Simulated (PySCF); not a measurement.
Radial density of Be⁺ (beryllium, charge +1)

UHF, [He] 2s1, 2S determinant. Calculation: PySCF 2.14, in cc-pVDZ-DK (3s2p1d, 14 functions); scalar relativity by spin-free X2C-1e.

| r (bohr) | 4πr²ρ (e/bohr) | 4πr²(ρα − ρβ) |
| --- | --- | --- |
| 0.00835 | 0.02892 | 0.0005 |
| 0.0141 | 0.07835 | 0.0014 |
| 0.0236 | 0.2038 | 0.0038 |
| 0.0398 | 0.5069 | 0.0094 |
| 0.0669 | 1.155 | 0.0215 |
| 0.112 | 2.289 | 0.0426 |
| 0.189 | 3.579 | 0.0639 |
| 0.318 | 3.823 | 0.0536 |
| 0.535 | 2.196 | 0.0038 |
| 0.900 | 0.5565 | 0.0862 |
| 1.51 | 0.4339 | 0.4144 |
| 2.55 | 0.3757 | 0.3756 |
| 4.28 | 0.05004 | 0.0500 |
| 7.21 | 0.001010 | 0.0010 |

Densities and radii are taken from the X2C orbitals without a picture-change correction, which distorts them close to the nucleus.
